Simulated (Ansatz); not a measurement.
Consider the ligand exchange at the Si–Se bond: `[SiH3][SeH]` + `NC(O)O` → `NC(O)O[SiH3]` + H₂Se.

Program: Ansatz. Geometries: PBE0-D4/def2-TZVP. ΔE: electronic, gas phase. CCSD(T)/CBS adds triple-zeta CCSD(T) − MP2 to the extrapolated MP2 energy (def2 sets, frozen cores). DFT in def2-TZVPP. B3LYP here is the variant with VWN-RPA as its local correlation; programs differ in this. For Se outer-core shells are correlated without core-valence functions, which leaves a few kJ/mol of doubt a bond. Scalar relativity is left out up to krypton. Each species was taken in one conformer, which may not be the lowest.

```tsv
level	ΔE (kcal/mol)	difference from CCSD(T)/CBS
PBE-D4	-2.6	2.6
r2SCAN-D4	-5.1	0.1
PBE0-D4	-3.1	2.1
B3LYP-D4	-6.5	-1.3
ωB97X-V	-6.0	-0.8
ωB97M-V	-6.0	-0.8
B2PLYP	-6.2	-1.0
PBE	-2.1	3.1
r2SCAN	-4.9	0.3
PBE0	-2.7	2.5
B3LYP	-5.8	-0.6
HF/def2-TZVPP	-8.2	-3.0
MP2/def2-TZVPP	-5.8	-0.6
SCS-MP2/def2-TZVPP	-6.8	-1.6
CCSD/def2-TZVPP	-6.5	-1.3
CCSD(T)/def2-TZVPP	-6.2	-1.0
HF/def2-QZVPP	-8.5	-3.3
MP2/def2-QZVPP	-5.3	-0.1
SCS-MP2/def2-QZVPP	-6.4	-1.2
HF/CBS(def2)	-8.6	-3.4
MP2/CBS(def2)	-4.7	0.5
CCSD/CBS(def2)	-5.5	-0.3
CCSD(T)/CBS	-5.2	0
```

Largest T1 diagnostic among the species: 0.011.

In def2-TZVPP, CCSD(T) changes the Hartree–Fock value by +2.0 kcal/mol (the triples alone add +0.3 kcal/mol) and MP2 by +2.5 kcal/mol. The D4 term adds −0.8 kcal/mol with B3LYP and −0.5 kcal/mol with PBE0; it sums over pairs of atoms, weighted by their polarisabilities, and B3LYP, whose exchange is more repulsive, gets the larger term.
